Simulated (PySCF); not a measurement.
# Hf(2+): interval between two levels

Hf(2+) [Xe] 4f14 5d2 [3F4, M_J = 4] → Hf(2+) [Xe] 4f14 5d1 6s1 [3D3, M_J = 3], as a difference of total energies. Computed with PySCF 2.14 in x2c-SVPall-2c with one added diffuse shell each of s, d type (8s9p10d2f, 99 functions), with the two-component X2C-1e Hamiltonian. Correlated levels: [Kr] 4d10 4f14 frozen; the 32 highest virtual spinors dropped. "Screened" scales the spin-orbit matrix elements by Boettger's factors to mimic the two-electron term; Breit and QED terms are absent.

```
                    method  interval between two levels (cm⁻¹)
           GHF (spin-free)                              2702.5
          GMP2 (spin-free)                              1635.8
 GHF (screened spin-orbit)                              2239.8
GMP2 (screened spin-orbit)                              1216.9
```

The labels give the starting determinants; with spin-orbit coupling the two ends relaxed to ⟨J²⟩ = 20.01, ⟨L²⟩ = 12.32, ⟨S²⟩ = 2.03 and ⟨J²⟩ = 12.01, ⟨L²⟩ = 6.10, ⟨S²⟩ = 2.09.
